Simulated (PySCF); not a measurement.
All values below come from B3LYP-D3(BJ)/def2-TZVP // TPSS-D3(BJ)/def2-SVP in PySCF. All species are isolated molecules in the gas phase. B3LYP has the VWN-RPA correlation part, as in Gaussian. 

Reference species: [Zn(F)2] (neutral, multiplicity 1).

```yaml
HOMO: -10.29 eV
HOMO–LUMO gap: 7.88 eV
```

Changed species: [Zn(Cl)(F)] (1 of 2 Cl replaced by F; the reference has 2 of 2 Cl replaced by F).

Problem. Predict the effect on the HOMO and HOMO–LUMO gap.

Solution. the HOMO increases by 1.17 eV, to -9.12 eV; the HOMO–LUMO gap drops by 1.02 eV, to 6.86 eV.
